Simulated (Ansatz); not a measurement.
Ideal-gas functions of F$_{2}$HOSn (`[O][SnH]([F])[F]`) radical at 600 K and 1 bar, from an Ansatz frequency run at PBE0-D4/def2-TZVP.

Molar mass 173.71 g/mol, point group Cs (symmetry number 1), electronic degeneracy 2, moments of inertia 108.054, 109.202, 167.979 u Å². Harmonic wavenumbers (cm⁻¹, unscaled): 146, 170, 188, 511, 516, 630, 652, 654, 2023.

Use S(trans) = R[1.5 ln M + 2.5 ln T − 1.1517]; rotational temperatures θ = 24.2544 K / I; S(rot) = R[ln(√π/σ · √(T³/θAθBθC)) + 1.5]; for each mode x = 1.438777 ν̃/T, S = R[x/(eˣ − 1) − ln(1 − e⁻ˣ)] and H = RT x/(eˣ − 1); 1 cm⁻¹ = 0.0119627 kJ/mol; R = 8.31446 J/(mol·K).

Question: By hand: the entropy, in J/(mol·K).

Answer: Translation 187.7. Rotation: θ = 0.2245, 0.2221, 0.1444 K, giving 117.5. Vibration, mode by mode: 17.08, 15.83, 15.01, 7.13, 7.05, 5.63, 5.40, 5.38, 0.38, in all 78.9. Electronic 5.8. Sum 389.9 J/(mol·K).

Question: By hand: H − E and G − E in kJ/mol, counted from the electronic energy.

Answer: Zero-point energy ½ × 5490 × 0.0119627 = 32.8; thermal vibration 23.7; translation, rotation and pV give 4 RT = 20.0. H − E = 76.5 kJ/mol, and G − E = 76.5 − 600 × 389.9/1000 = -157.4 kJ/mol.

Vibration gives 20 % of the entropy, 17.1 J/(mol·K) of it from the mode under 150 cm⁻¹: soft modes count most, and the harmonic formula is weakest for them.
